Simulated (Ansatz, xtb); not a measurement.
## Ranking isomers of C6H8N2

3 gas-phase structures of C6H8N2, from a drawn sample of its isomers (lower ones may exist). Each was relaxed with GFN2-xTB; where two conformers were screened, the lower at r2SCAN-D4/def2-SVP is listed:

A. `CC(C)=C1C=NC=N1`, a singlet
B. `C=C(C)c1cnc[nH]1`, a singlet
C. `C=C(C)c1c[nH]cn1`, a singlet

Problem. Estimate their order in r2SCAN-D4/def2-SVP energy at these geometries, lowest first.

Solution. Calculated order at r2SCAN-D4/def2-SVP: C (0.0), B (0.1), A (48.2) kJ/mol. Less than 1 kcal/mol parts C and B, so the order within that pair means little.

Energies above the lowest of each column, in kJ/mol; the last columns are at PBE-D3(BJ)/def2-SVP geometries:

| structure | GFN2-xTB | HF/STO-3G | r2SCAN-D4/def2-SVP | PBE-D3(BJ)/def2-SVP | CCSD(T)/def2-SVP + ΔMP2/def2-TZVPP |
| --- | --- | --- | --- | --- | --- |
| C | 6.6 | 0.7 | 0.0 | 0.0 | 0.0 |
| B | 0.0 | 0.0 | 0.1 | 0.1 | 1.0 |
| A | 55.7 | 13.6 | 48.2 | 48.8 | 39.6 |

CCSD(T)/def2-SVP + ΔMP2/def2-TZVPP has B and C within 1 kcal/mol of each other at the bottom, and every level picks one of them. Flexible structures stand in one conformer each, not always the lowest. ΔMP2 is the change of the MP2 energy from the smaller to the larger basis.

Programs: Ansatz 0.2.0, xtb 6.7.1.
